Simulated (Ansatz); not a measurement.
Species: C$_{5}$H$_{6}$S, charge 0, multiplicity 1. SMILES: Cc1cccs1
Geometry from a B3LYP-D3(BJ)/def2-TZVP (Ansatz, a first-principles code) optimisation:
```xyz
12

C     -2.2699    -0.0970    -0.0421
C     -0.7851    -0.1672     0.1103
C     -0.0546    -0.9890     0.9212
C      1.3509    -0.7886     0.8161
C      1.6750     0.1876    -0.0773
S      0.2663     0.8686    -0.7962
H     -2.6587     0.8896     0.2198
H     -2.7418    -0.8285     0.6140
H     -2.5835    -0.3123    -1.0661
H     -0.5118    -1.7181     1.5759
H      2.0842    -1.3465     1.3804
H      2.6534     0.5441    -0.3533
```
Charge 0, spin multiplicity 1.

Wanted: vertical ionisation energy (to the doublet state of charge +1; each state is the SCF solution reached for its spin; for the singlet the Hartree-Fock reference is unstable and T1 is 0.012), in eV. Correlated levels leave the core frozen unless marked. Open shells are spin-unrestricted. Spin-orbit coupling is left out. No relativistic terms. CBS marks a two-point X^-3 extrapolation of the correlation energy; Hartree-Fock from the larger set. [CCSD(T)-MP2]/basis is that difference in the basis named.

```
level                                                                      program  vertical ionisation energy (eV)
-------------------------------------------------------------------------  -------  -------------------------------
SVWN5/def2-TZVPD                                                            Ansatz                              ___
PBE/def2-TZVPD                                                              Ansatz                             8.42
r2SCAN/def2-TZVPD                                                           Ansatz                              ___
PBE0/def2-TZVPD                                                             Ansatz                             8.45
CAM-B3LYP/def2-TZVPD                                                        Ansatz                             8.50
wB97M-V/def2-TZVPD                                                          Ansatz                             8.50
B2PLYP/def2-TZVPD                                                           Ansatz                              ___
SCS-MP2/aug-cc-pV(T+d)Z                                                     Ansatz                             8.93
CCSD/aug-cc-pV(D+d)Z                                                        Ansatz                             8.46
CCSD/aug-cc-pV(T+d)Z                                                        Ansatz                             8.55
RI-MP2/CBS(aug-cc-pV(T+d)Z,aug-cc-pV(Q+d)Z)+[CCSD(T)-MP2]/aug-cc-pV(T+d)Z   Ansatz                             8.75
```

Task: Complete the blanks.

Result: 
- SVWN5/def2-TZVPD, vertical ionisation energy (eV): 8.66
- r2SCAN/def2-TZVPD, vertical ionisation energy (eV): 8.36
- B2PLYP/def2-TZVPD, vertical ionisation energy (eV): 8.52
